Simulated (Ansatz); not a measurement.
Relaxation of C$_{4}$H$_{13}$NSi (19 atoms, charge 0, multiplicity 1), to a largest force component of 0.015 eV/Å in at most 40 steps.

The calculation used RKS BLYP/STO-3G (Ansatz 0.2.0).

```xyz
19
Properties=species:S:1:pos:R:3:forces:R:3
C -1.746 -2.169 -0.214 -1.86 2.72 0.13
Si -0.098 -1.571 0.251 2.12 0.47 1.28
C 0.155 0.286 -0.239 1.99 -2.87 1.45
C -0.718 1.230 0.498 -5.77 -0.71 0.00
C 1.661 0.686 -0.012 -0.57 0.77 1.96
N 1.965 2.039 -0.514 2.68 0.37 1.38
H -1.913 -3.181 0.010 -0.45 -2.23 0.44
H -2.525 -1.541 0.302 0.41 -0.69 0.02
H -1.962 -1.974 -1.257 0.04 -0.27 -1.05
H 0.921 -2.392 -0.429 -0.22 0.30 0.20
H 0.095 -1.718 1.736 -0.12 0.10 -1.05
H -0.007 0.346 -1.284 -0.56 0.30 -2.17
H -0.655 1.258 1.566 0.94 -0.11 1.59
H -1.857 0.920 0.363 2.08 0.52 -0.01
H -0.713 2.231 0.136 0.44 1.81 -0.66
H 1.912 0.701 1.092 -0.26 -0.24 -0.59
H 2.344 0.011 -0.490 0.92 -1.29 -0.85
H 1.432 2.747 0.017 -0.85 0.70 0.47
H 1.665 2.085 -1.475 -0.98 0.35 -2.55
```

Where does it end, and by what steps?

The run converged. Limits of this set-up: minimal basis. After 6 steps the energy has fallen by 0.991 eV; N6 moved furthest, 0.16 Å.

```tsv
step	energy less start (eV)	largest force component (eV/Å)	accepted
0	0.0000	5.771	yes
1	-0.8797	1.179	yes
2	-0.8796	0.758	no
3	-0.9692	0.755	yes
4	-0.9845	0.320	yes
5	-0.9899	0.061	yes
6	-0.9905	0.009	yes
```

```xyz
19
Properties=species:S:1:pos:R:3
C -1.807 -2.169 -0.206
Si -0.080 -1.555 0.261
C 0.178 0.276 -0.233
C -0.822 1.233 0.520
C 1.692 0.712 0.005
N 2.109 2.110 -0.501
H -1.928 -3.238 0.049
H -2.597 -1.609 0.326
H -1.994 -2.062 -1.290
H 0.920 -2.370 -0.416
H 0.114 -1.695 1.698
H -0.023 0.371 -1.325
H -0.671 1.184 1.618
H -1.874 0.956 0.304
H -0.685 2.289 0.205
H 1.924 0.683 1.095
H 2.364 -0.017 -0.505
H 1.397 2.770 -0.032
H 1.743 2.124 -1.516
```

Run time: 37 s on 1 thread of Arm Neoverse V1, with other jobs on the host, peak memory 0.14 GiB.
